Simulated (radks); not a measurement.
Results of a calculation; reference values are marked as such.
Effect of the nuclear size on the hafnium ion Hf3+, [Xe] 4f14 5d1. Level of theory: Dirac Kohn-Sham, PBE, spin-unpolarised, spherical densities, finite nucleus; open shells fill j = l - 1/2 first; Fermi nuclear charge, rms radius 5.347 fm (a radial shooting solver on a logarithmic mesh with Libxc functionals). The rms radius is varied about that value; shifts are against it.

| rms radius (fm) | total energy shift (eV) | density at nucleus (e/bohr^3) | 1s1/2 shift (meV) | 2s1/2 shift (meV) | 5s1/2 shift (meV) | 5p1/2 shift (meV) | 5d3/2 shift (meV) | 6s1/2 (empty) shift (meV) |
|---|---|---|---|---|---|---|---|---|
| 4.7321 | -10.5 | 1.258e+06 | -4290 | -593 | -5.24 | 0.086 | 0.123 | -0.841 |
| 5.1171 | -4.04 | 1.226e+06 | -1640 | -228 | -2.01 | 0.033 | 0.047 | -0.323 |
| 5.347 | 0 | 1.209e+06 | 0.000 | 0.000 | 0.000 | 0.000 | 0.000 | 0.000 |
| 5.5555 | 3.77 | 1.194e+06 | 1530 | 212 | 1.87 | -0.031 | -0.044 | 0.301 |
| 6.2079 | 16.2 | 1.151e+06 | 6580 | 911 | 8.04 | -0.132 | -0.189 | 1.29 |

Slopes of the eigenvalues against <r^2> in GHz/fm^2, as finite differences over the two radii next to the reference (eigenvalue slopes, not the field-shift constants of lines): 1s1/2 164000, 2s1/2 22700, 5s1/2 201, 5p1/2 -3.30, 5d3/2 -4.72, 6s1/2 (empty) 32.2.
